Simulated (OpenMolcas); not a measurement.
Nb4+ (d1) on a cation site of an ionic host was computed by SS-CASPT2, IPEA 0.25 Eh, imaginary shift 0.1 Eh with the d shell active (OpenMolcas, ANO-RCC-VTZP on the metal). Its lowest spin-free states, and all those of the highest spin:

```tsv
2S+1	Degeneracy	E (cm-1)
2	3	0
2	2	37600
```

Q: Is the site octahedral, tetrahedral or cube-like, axial, or of lower symmetry?

A: The states with 2S+1 = 2 have orbital degeneracies 3, 2. Threefold states need a cubic site. For d1 at this spin an octahedron puts the threefold T2 below the twofold E and a tetrahedron or cube puts the twofold E below the threefold T2, so the site is octahedral. The first gap at this spin, 37600 cm-1, is |10Dq| in ligand-field theory. The run had Nb4+ with its 6 nearest fluoride ions at 1.925 Å, on the Ge site of Cs2GeF6 (a = 9.021 Å, distance in the model lattice 1.804 Å). The rest of the host is ab initio model potentials to 7.6 Å and point charges beyond; the distance is set by hand and nothing relaxes. Ligand basis ANO-RCC-VDZP.

Over all roots computed the reference weight is 0.72; a low but even weight reflects the number of correlated electrons. An orbital triplet at a regular site is open to Jahn-Teller coupling, which can distort the site and quench the lowest spin-orbit gaps and is left out. The least metal-like active orbital is 78 % on the metal (Löwdin) and no ligand orbital is active, so the numbers are rough. Ligand-to-metal charge-transfer states are missing. With one d shell and no ligand orbital active, 10Dq can be off by a tenth or more. No measured value stands beside these numbers; the geometry was set by hand and not optimised.
